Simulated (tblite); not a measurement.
Q: What does the GFN2-xTB structure of `[CH2]COC(F)(F)CS` [radical] look like in three dimensions? (Doublet state.)

A: 
```xyz
15
C4H7F2OS angstrom
C     -2.1336    1.4404   -0.4620
C     -1.5544    0.1515   -0.0777
O     -0.1200    0.2360   -0.1432
C      0.5530   -0.9077    0.0231
F      0.2226   -1.8247   -0.9526
F      0.1909   -1.5481    1.1749
C      2.0556   -0.6748   -0.0230
S      2.5791    0.5709    1.1911
H     -1.5278    2.1745   -0.9500
H     -3.1720    1.6227   -0.2791
H     -1.8860   -0.6632   -0.7489
H     -1.8536   -0.1381    0.9429
H      2.3264   -0.3510   -1.0276
H      2.5681   -1.6027    0.2259
H      1.7473    1.5222    0.7748
```

Any rigid rotation of these coordinates is as good. Atoms count from 1 in this order. Of the pairs four or more bonds apart, O3···H15 is among the closest relative to their van der Waals radii: 2.45 Å, 90 % of the sum of Bondi's values. The 2 C–O bonds span 1.337 Å (O3–C4, drawn single) to 1.438 Å (C2–O3, drawn single), a spread of 0.101 Å. C1 (carbon bonded to C and 2 H) is planar (angles 120.7°, 120.0° and 119.3°, sum 360.0°, 0.01 Å off the plane of its three neighbours). O3 (oxygen bonded to 2 C) is bent (angle 116.5°).

Bonds between heavy atoms (Å): C1–C2 1.464, C2–O3 1.438, O3–C4 1.337, C4–F5 1.379, C4–F6 1.367, C4–C7 1.521, C7–S8 1.817.

Structure optimised with GFN2-xTB, isolated species. This method treats the open shell by occupation alone, without spin polarisation.

Point group: C1 (no symmetry element, even within 0.4 Å). Its GFN2-xTB frequencies are all real (lowest 49 cm⁻¹). Torsions: H–C1–C2–O3 15° and -168°, C1–C2–O3–C4 -172°, C2–O3–C4–F5 61°, O3–C4–C7–S8 55°, C4–C7–S8–H -55°.

One conformer stands for the species.

These are computed values.
